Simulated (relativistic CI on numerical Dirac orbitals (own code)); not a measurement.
# Forbidden lines of Br XXI

Method of calculation: Dirac-Coulomb-Breit CI, orbitals from a KLI potential per configuration, a model potential for QED, unscaled Slater integrals (own radial code, finite nucleus).

Configuration list (outside the closed core [Ne]): 3s²3p³, 3s3p⁴, 3s²3p²3d, 3p⁵, 3s3p³3d, 3p⁴3d, 3s3p²3d², 3s²3p3d4p, 3p⁴4s, 3s²3p²4s, 3p⁴4p, 3s3p²3d4s, 3s²3p²4p, 3s²3p²4d, 3s3p³4s, 3s²3p²4f, 3p³3d4p, 3s3p³4p, 3s3p³4d, 3s3p³4f, 3s²3p²5s, 3s²3p²5p, 3s²3p4s4p, 3s²3p²5d, 3s²3p²5f, 3s²3p²5g, 3s3p²4s², 3s3p³5s, 3s²3p3d², 3s²3d³, 3s3p3d³, 3s²3d²4s, 3s²3d²4p, 3s²3d²4d, 3p³3d², 3p²3d³, 3p²3d²4s, 3p²3d²4p, 3p²3d²4d, 3s²3p3d4s, 3s3p3d²4s, 3s²3d4s², 3s²3d4s4p, 3s²3d4s4d, 3s3p²3d4p, 3s3p3d²4p, 3s3p3d4s4p, 3s3p3d4p², 3s3p3d4p4d, 3p³3d4s, 3p²3d4s², 3p²3d4s4p, 3p²3d4s4d, 3s²3p4s², 3s3p3d4s², 3s²4s²4p, 3s²4s²4d, 3s²3p4p², 3s²3d4p², 3s²4s4p², 3s²4p³, 3s²4p²4d, 3s3p²4s4p, 3s3p4s²4p, 3s3p4s4p², 3s3p4s4p4d. Double excitations out of closed p, d and f shells are left out; levels of such configurations are missing from the list, as are those of other unlisted configurations, and high levels can miss mixing partners. These lack a partner that the ground configuration has and come out too high: 3s²3p²4f, 3s3p³4d, 3s3p³4f, 3s²3p²5s, 3s²3p²5p.

| λ vac (nm) | Lower | Upper | Type | A (s⁻¹) | log gf |
| --- | --- | --- | --- | --- | --- |
| 14.799 | 3s²3p³ ²D°5/2 [3] | 3s²3p²3d ⁴F9/2 [20] | M2 | 2.27e+02 | -8.13 |
| 34.532 | 3s3p⁴ ⁴P5/2 [6] | 3s²3p²3d ⁴F9/2 [20] | E2 | 1.36e+02 | -7.62 |
| 50.819 | 3s²3p³ ⁴S°3/2 [1] | 3s²3p³ ²P°3/2 [5] | M1 | 4.84e+03 | -6.13 |
| 69.385 | 3s²3p³ ⁴S°3/2 [1] | 3s²3p³ ²P°1/2 [4] | M1 | 9.86e+03 | -5.85 |
| 76.866 | 3s²3p²3d ⁴F7/2 [16] | 3s²3p²3d ²G9/2 [28] | M1 | 4.11e+03 | -5.44 |
| 80.278 | 3s²3p³ ²D°3/2 [2] | 3s²3p³ ²P°3/2 [5] | M1 | 1.69e+04 | -5.18 |
| 86.104 | 3s²3p²3d ²F7/2 [18] | 3s²3p²3d ²G9/2 [28] | M1 | 2.83e+02 | -6.50 |
| 97.663 | 3s²3p²3d ⁴F9/2 [20] | 3s²3p²3d ²G9/2 [28] | M1 | 4.77e+03 | -5.17 |
| 101.53 | 3s²3p³ ⁴S°3/2 [1] | 3s²3p³ ²D°5/2 [3] | M1 | 6.90e+02 | -6.19 |
| 101.75 | 3s²3p³ ²D°5/2 [3] | 3s²3p³ ²P°3/2 [5] | M1 | 3.86e+03 | -5.62 |
| 138.49 | 3s²3p³ ⁴S°3/2 [1] | 3s²3p³ ²D°3/2 [2] | M1 | 4.98e+03 | -5.24 |
| 139.06 | 3s²3p³ ²D°3/2 [2] | 3s²3p³ ²P°1/2 [4] | M1 | 9.00e+02 | -6.28 |
| 189.92 | 3s²3p³ ²P°1/2 [4] | 3s²3p³ ²P°3/2 [5] | M1 | 8.91e+02 | -5.71 |
| 210.37 | 3s²3p²3d ⁴D7/2 [23] | 3s²3p²3d ²G9/2 [28] | M1 | 5.26e+02 | -5.46 |
| 360.96 | 3s²3p²3d ⁴F7/2 [16] | 3s²3p²3d ⁴F9/2 [20] | M1 | 4.61e+02 | -5.05 |
| 380.41 | 3s²3p³ ²D°3/2 [2] | 3s²3p³ ²D°5/2 [3] | M1 | 1.33e+02 | -5.76 |

Terms are leading LS components. Brackets give the number of a level in order of energy, since labels repeat. The list gives strong lines, with weight on those to low levels, among the lowest 400 of 7833 levels, so that lines to higher ones, which can be the strongest, are missing. Levels whose partners in the same complex of configurations lie outside the list can be far off, and so can their lines. Rates are taken at the computed energies, electric ones in the length gauge.

At this charge energies of transitions that change n are usually good to better than 1 %, and those within a shell (Δn = 0) to a few per cent.

**Question.** From the table, what is the radiative lifetime of 3s²3p³ ²P°3/2?

**Answer.** The listed rates from this level add up to about 2.65e+04 s⁻¹, 100 % of its decay; with all channels τ = 3.76e-05 s.

LS names give the leading component of a level, which can be under half, so a name can repeat, a term be missing and a line seem to break the LS rules.
